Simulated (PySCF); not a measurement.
Compound: C3H2FNSe.
SMILES with atom numbers: `[F:1][c:2]1[cH:3][se:4][cH:5][n:6]1` (hydrogens: H7 on C3; H8 on C5)

Level: PBE0/def2-SVPD in PySCF, non-relativistic, on one gas-phase PBE0-D3(BJ)/def2-SVP geometry that isn't relaxed in the solvent. The solvent is an IEF-PCM continuum (cavity from Bondi-type radii × 1.2), and excitations are vertical TDDFT with non-equilibrium linear response and a frozen core. Only the electrostatic response of the medium enters. Spin–orbit coupling is left out although an atom past zinc is present.

```csv
run,E − E(gas) (kcal/mol),HOMO (eV),HOMO–LUMO gap (eV),dipole (D),lowest singlet (eV),static polarisability (au)
gas,0.00,-7.24,5.85,2.76,5.06,64.0
P,-1.79,-7.18,5.86,3.16,5.07,72.7
Q,-4.86,-7.14,5.88,3.90,5.11,90.0
```

Question: The runs were made in cyclohexane and water. Which run belongs to which solvent?

Answer: P = cyclohexane, Q = water. The dielectric constants are 2.017 (cyclohexane), 78.36 (water), and the energy falls further as ε rises. The optical constants n² used for the excitations are 2.04, 1.78 in the same order. In this model the ground state sees the solvent through ε alone.

Question: How constant is the ratio of the lowering to (ε − 1)/(2ε + 1)?

Answer: 
| solvent | (ε − 1)/(2ε + 1) | E − E(gas) (kcal/mol) | ratio (kcal/mol) | polarisation term (kcal/mol) |
| --- | --- | --- | --- | --- |
| cyclohexane | 0.202 | -1.79 | -8.8 | -1.94 |
| water | 0.490 | -4.86 | -9.9 | -6.06 |

The ratio changes by +11.9 % in size from cyclohexane to water. The polarisation term is half the interaction of the solute with the induced surface charges.

Time: 11 s; peak memory 0.74 GiB. Hardware: one thread of an AMD EPYC 9R14, shared host. This is the whole response run at PBE0/def2-SVPD in water, SCF included.
